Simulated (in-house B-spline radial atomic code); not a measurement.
**The tungsten ion W²⁺: [Xe] 4f14 (5d3/2)1 (5d5/2)2 (5g7/2)1 (an excited or competing configuration)**

Level of theory: Dirac-Hartree-Fock, average of the jj configuration, Fermi nucleus of rms radius 5.3658 fm; calculated with a B-spline radial code for spherical atoms.

Screening seen three ways: the hydrogenic charge with the same mean radius, Z_r = [3n² - l(l+1)]/(2<r>), the one with the same energy, Z_e = n√(-2ε), and Slater's rules. Values are occupation-weighted means over j. An effective charge above Z reflects the relativistic contraction of the inner shells.

| shell | electrons | ε (eV) | <r> (bohr) | Z_r | Z_e | Slater |
| --- | --- | --- | --- | --- | --- | --- |
| 1s | 2 | -69994 | 0.01835 | 81.76 | 71.72 | 73.70 |
| 2s | 2 | -12238 | 0.0769 | 78.03 | 59.98 | 69.85 |
| 2p | 6 | -10775 | 0.06901 | 72.45 | 56.28 | 69.85 |
| 3s | 2 | -2900.2 | 0.2001 | 67.47 | 43.80 | 62.75 |
| 3p | 6 | -2453.5 | 0.2001 | 62.46 | 40.29 | 62.75 |
| 3d | 10 | -1903.5 | 0.1824 | 57.55 | 35.48 | 52.85 |
| 4s | 2 | -651.28 | 0.4498 | 53.36 | 27.67 | 46.25 |
| 4p | 6 | -500.8 | 0.4766 | 48.26 | 24.27 | 46.25 |
| 4d | 10 | -298.64 | 0.512 | 41.02 | 18.74 | 34.85 |
| 5s | 2 | -119.44 | 1.08 | 34.71 | 14.81 | 16.35 |
| 5p | 6 | -78.583 | 1.241 | 29.41 | 12.02 | 16.35 |
| 4f | 14 | -75.913 | 0.5977 | 30.12 | 9.45 | 23.45 |
| 5d | 3 | -33.262 | 1.755 | 19.66 | 7.82 | 5.30 |
| 5g | 1 | -4.9016 | 9.149 | 3.01 | 3.00 | - |

The least bound orbital is 5g7/2 at -4.902 eV, and it is also the most diffuse (<r> = 9.149 bohr).

For the 1s electron the small component carries 7.79 % of the norm, the zero-frequency Breit interaction raises the level by 243.3 eV, self-energy by 152 eV, and vacuum polarisation lowers it by 28.76 eV.
